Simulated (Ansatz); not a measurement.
Mulliken charges of CH3AlBr2, SMILES `[CH3][Al]([Br])[Br]` from PBE/def2-TZVPP in Ansatz (PBE0-D4/def2-TZVP geometry).

| atom | x (Å) | y (Å) | z (Å) | charge (e) |
| --- | --- | --- | --- | --- |
| C1 | -0.145 | 0.970 | -0.125 | -0.414 |
| Al2 | 0.136 | -0.927 | 0.094 | 0.485 |
| Br3 | 1.885 | -1.713 | 1.272 | -0.204 |
| Br4 | -1.248 | -2.457 | -0.803 | -0.201 |
| H5 | -1.034 | 1.181 | -0.721 | 0.115 |
| H6 | -0.254 | 1.452 | 0.851 | 0.109 |
| H7 | 0.721 | 1.427 | -0.613 | 0.109 |

Problem. By hand: the dipole of these point charges (1 e Å = 4.8032 D).

Solution. Σ q r = (-0.076, 0.442, -0.058) e Å, of length 0.452 e Å = 2.17 D.

Problem. How does the dipole of the full density compare? (Best estimate.)

Solution. The calculation gave: (-0.060, 0.386, -0.047) e Å, 1.89 D; the point charges give 1.15 times that, at 1° from its direction.

Point charges leave out the atoms' own dipoles, such as those of lone pairs, and Mulliken's split depends on the basis, so the close match here is no proof of good charges.
